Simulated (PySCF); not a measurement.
ClFH5NSi2, SMILES N[Si@@H](Cl)[SiH2]F.

The structure is a stationary point at PBE-D3(BJ)/def2-SVP. The structure was generated by enumeration; whether it is a known compound was not checked. One conformer was computed; it need not be the lowest.

The numbers are results of PBE-D3(BJ)/def2-SVP (PySCF), not measurements.

Frequencies are harmonic and unscaled.

```
mode  ν (cm⁻¹)  IR (km/mol)  moving atoms (share of kinetic energy)
----  --------  -----------  --------------------------------------
1           59          1.7        F 37 %, Si 29 %, H 20 %, Cl 11 %
2           74          3.8        Cl 28 %, F 28 %, Si 21 %, N 17 %
3          151          0.8                 H 32 %, N 30 %, Si 27 %
4          178          1.6        F 39 %, Si 28 %, H 13 %, Cl 12 %
5          230         13.5        Si 27 %, Cl 25 %, N 23 %, H 18 %
6          309         36.7                                  H 90 %
7          418         95.5                 H 57 %, Si 27 %, N 15 %
8          427         38.8         Si 40 %, H 34 %, N 17 %, Cl 9 %
9          479         32.6                         H 60 %, Si 33 %
10         500        137.0                Si 55 %, Cl 30 %, H 12 %
11         666         54.2                                  H 89 %
12         720         18.3                                  H 93 %
13         773        110.1                                  H 92 %
14         820         21.2                 F 44 %, H 41 %, Si 14 %
15         852        163.2                 Si 35 %, N 34 %, H 29 %
16         860        136.9                 H 67 %, N 17 %, Si 12 %
17         904          4.2                         H 82 %, Si 11 %
18         913        144.2                 H 57 %, Si 27 %, F 11 %
19        1493         37.4                          H 90 %, N 10 %
20        2154         78.0                                  H 97 %
21        2175         76.3                                  H 96 %
22        2188        114.5                                  H 97 %
23        3484         32.4                                  H 96 %
24        3582         33.9                           H 91 %, N 9 %
```
